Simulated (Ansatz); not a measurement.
Compare A (`[NH2][SbH][SiH3]`) with its isomer B (`[SiH3][NH][SbH2]`).

Program: Ansatz. Geometries: PBE0-D4/def2-TZVP. ΔE: electronic, gas phase. CBS: MP2 limit from def2 TZ/QZ plus the TZ coupled-cluster correction, frozen cores. Functionals use def2-TZVPP. B3LYP here is the variant with VWN-RPA as its local correlation; programs differ in this. def2 core potentials past Kr. For Sb outer-core shells are correlated without core-valence functions, which leaves a few kJ/mol of doubt a bond. Each species was taken in one conformer, which may not be the lowest.

(1) Which is lower in electronic energy at CCSD(T)/CBS, and by how much? (An estimate is asked.)

(2) Give E(B) − E(A) in kcal/mol with ωB97M-V, CCSD(T)/def2-TZVPP, CCSD/def2-TZVPP, B3LYP-D4, B3LYP, r2SCAN-D4, HF/def2-TZVPP. (Best estimate.)

(3) Does the order hold for the free energy at 298.15 K (harmonic terms from PBE0-D4)? (An estimate is asked.)

Largest T1 diagnostic: 0.014.

Results:

(1) Ansatz gave: B, by 6.4 kcal/mol.

(2) Computed: ωB97M-V -7.3, CCSD(T)/def2-TZVPP -7.5, CCSD/def2-TZVPP -8.0, B3LYP-D4 -6.4, B3LYP -5.9, r2SCAN-D4 -5.2, HF/def2-TZVPP -10.5. None reverses the order clearly.

(3) The calculation gave: Yes: G(B) − G(A) = -8.1 kcal/mol, for one conformer each.

From PBE to PBE0 (25 % exact exchange), in def2-TZVPP and without D4, E(B) − E(A) moves by −1.7 kcal/mol. At CCSD(T), def2-SVP lies −1.3 kcal/mol from the extrapolated value and def2-TZVPP −1.1 kcal/mol.
